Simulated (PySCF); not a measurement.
Working out the excitation energy of Si

Si [Ne] 3s2 3p2 (3P) → Si [Ne] 3s2 3p1 4s1 (3P). Computed with PySCF 2.14 in aug-cc-pwCVDZ, with no relativity, point nucleus. Frozen: nothing. Energies in hartree (1 hartree = 27.21139 eV):

```csv
part,Si (lower),Si (upper)
UHF,-288.851177,-288.670280
MP2 opposite-spin,-0.138879,-0.138081
MP2 same-spin,-0.051381,-0.049645
```

**Question.** What does Hartree-Fock give?

**Answer.** (-288.670280) − (-288.851177) = 0.180897 hartree = 4.922 eV.

**Question.** What do MP2 and SCS-MP2 (6/5 opposite-spin, 1/3 same-spin) give?

**Answer.** The opposite-spin parts differ by 0.022 eV and the same-spin parts by 0.047 eV. MP2: 4.922 + (0.022) + (0.047) = 4.991 eV. SCS-MP2: 4.922 + 1.2 × (0.022) + (0.047)/3 = 4.964 eV.

A double-zeta basis recovers only part of the correlation energy.
